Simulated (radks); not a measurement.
Neutral argon inside a hard spherical wall (all orbitals vanish at R), configuration held at [Ar] and not refilled when levels cross. All-electron calculation, scalar-relativistic Kohn-Sham, LDA (Slater exchange, Perdew-Wang correlation), spin-polarised, spherical densities, finite nucleus; Fermi nuclear charge, rms radius 3.4274 fm. Program: a radial shooting solver on a logarithmic mesh with Libxc functionals. Eigenvalues in eV for spin up, with the zero of energy where the potential of the charges vanishes at infinity; a dash marks a level that is unbound or too diffuse for the functional's potential to be trusted. A positive occupied level is held by the wall or, in an anion where self-interaction has pushed it up, behind a barrier. The pressure on the wall is -dE/dV.

| R (bohr) | E (hartree) | kinetic (hartree) | e(2s) | e(2p) | e(3s) | e(3p) | e(4s, empty) | e(4p, empty) | pressure (GPa) |
|---|---|---|---|---|---|---|---|---|---|
| free | -527.80851 | 530.177 | -295.97 | -229.88 | -24.263 | -10.385 | -0.268 | - | 0 |
| 20 | -527.80851 | 530.177 | -295.97 | -229.88 | -24.263 | -10.385 | -0.254 | 0.526 | < 0.0001 |
| 15 | -527.80851 | 530.177 | -295.97 | -229.88 | -24.263 | -10.385 | -0.202 | 0.846 | < 0.0001 |
| 12 | -527.80851 | 530.177 | -295.97 | -229.88 | -24.263 | -10.385 | -0.078 | 1.272 | < 0.0001 |
| 7 | -527.80798 | 530.182 | -295.92 | -229.83 | -24.229 | -10.351 | 1.609 | 4.493 | 0.0448 |
| 5 | -527.79027 | 530.319 | -295.18 | -229.08 | -23.680 | -9.786 | 6.804 | 11.865 | 3.05 |
| 3 | -527.04806 | 533.949 | -283.46 | -217.18 | -15.540 | -0.652 | 45.871 | 56.128 | 395 |
| 2.5 | -525.68882 | 539.213 | -271.17 | -204.61 | -5.991 | 10.155 | 84.859 | 96.406 | 1680 |
| 1.5 | -506.27596 | 593.596 | -196.96 | -127.30 | 90.158 | 110.82 | 398.81 | 396.39 | 58900 |
